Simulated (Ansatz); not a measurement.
Ag₂Cl⁺, relaxed as a singlet with RKS PBE0-D4/def2-TZVP in Ansatz, starting from the GFN1-xTB geometry. Force threshold 0.02 eV/Å.

In the def2 sets Ag takes a core potential; there is no spin–orbit coupling. The structure comes from a short search, and lower isomers may exist.

Start:

```
atom    x (Å)    y (Å)    z (Å)
 Ag1  -0.2011  -2.1659  -0.9223
 Ag2   0.1954   2.1671   0.9211
 Cl3   0.0057  -0.0012   0.0012
```

```
step  energy (eV)  largest force component (eV/Å)  SCF passes
   1  -20512.9954                           0.158          15
   2  -20512.9992                           0.050          20
   3  -20512.9997                           0.003          21
   4  -20512.9997                           0.004          14
   5  -20512.9997                           0.005          14
   6  -20512.9999                           0.010          20
   7  -20513.0005                           0.020          19
   8  -20513.0065                           0.059          21
   9  -20513.0348                           0.087          24
  10  -20513.0731                           0.081          26
  11  -20513.0934                           0.168          27
  12  -20513.0987                           0.035          21
  13  -20513.0989                           0.001          23
```

Force components are those of the run's own axes.

End:

```xyz
3

Ag   -0.546   -1.846   -0.896
Ag   -0.195    1.983    0.733
Cl    0.741   -0.137    0.163
```

By distances, no bond broke or formed. The bond that changes most is Ag1–Cl3, from 2.36 to 2.39 Å (atoms count from 1).

The force fell under the threshold at step 3, but the optimiser went on and released 0.099 eV more. No frequencies were taken in this run, so the end may be a saddle point.

Hardware: 4 threads of Arm Neoverse V1 on a shared host. Wall time 15 s.
